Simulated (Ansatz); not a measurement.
System: C4H10B, charge 0, multiplicity 2. It need not be the lowest isomer of its formula. 
Structure (B3LYP-D3(BJ)/def2-TZVP (Ansatz, a program for electronic structure) minimum search):
```xyz
15

C     -1.6792    -1.2613    -0.1205
B     -0.5835    -0.1810    -0.1108
C     -0.8994     1.2790    -0.6005
C      0.8523    -0.5878     0.4045
C      1.9504     0.4769     0.4035
H     -1.5083    -2.2831     0.2090
H     -2.6948    -1.0735    -0.4574
H     -0.2322     1.5587    -1.4245
H     -0.6810     2.0049     0.1917
H     -1.9276     1.4363    -0.9296
H      1.1780    -1.4605    -0.1801
H      0.7312    -0.9973     1.4183
H      2.1321     0.8602    -0.6030
H      1.6773     1.3313     1.0267
H      2.8980     0.0866     0.7807
```
Charge 0, spin multiplicity 2.

Property: atomisation energy (electronic, to ground-state atoms), in kcal/mol. Cores are frozen in the correlated levels unless marked. Open shells are spin-unrestricted. No spin-orbit coupling. Non-relativistic. The coupled-cluster limit lacks core correlation, which all-electron functionals hold. CBS(X,Y): correlation extrapolated as X^-3; Hartree-Fock from the larger set.

```json
[
 {"level": "HF/6-31G", "program": "Ansatz", "atomisation energy (kcal/mol)": "1051.5"},
 {"level": "r2SCAN-D3(BJ)/def2-TZVPD", "program": "Ansatz + dftd3", "atomisation energy (kcal/mol)": "1401.2"},
 {"level": "B3LYP/def2-TZVPD", "program": "Ansatz", "atomisation energy (kcal/mol)": "1386.7"},
 {"level": "PBE0/def2-TZVPD", "program": "Ansatz", "atomisation energy (kcal/mol)": "1399.0"},
 {"level": "BHLYP-D3(BJ)/def2-TZVPD", "program": "Ansatz + dftd3", "atomisation energy (kcal/mol)": "1373.1"},
 {"level": "HSE06-D3(BJ)/def2-TZVPD", "program": "Ansatz + dftd3", "atomisation energy (kcal/mol)": "1404.4"},
 {"level": "B2GP-PLYP-D3(BJ)/def2-TZVPD", "program": "Ansatz + dftd3", "atomisation energy (kcal/mol)": "1378.3"},
 {"level": "B2PLYP/def2-TZVPD", "program": "Ansatz", "atomisation energy (kcal/mol)": "1376.6"},
 {"level": "MP2/6-31G*", "program": "Ansatz", "atomisation energy (kcal/mol)": "1287.6"},
 {"level": "CCSD(T)/CBS(cc-pVTZ,cc-pVQZ)", "program": "Ansatz", "atomisation energy (kcal/mol)": "1388.0"}
]
```
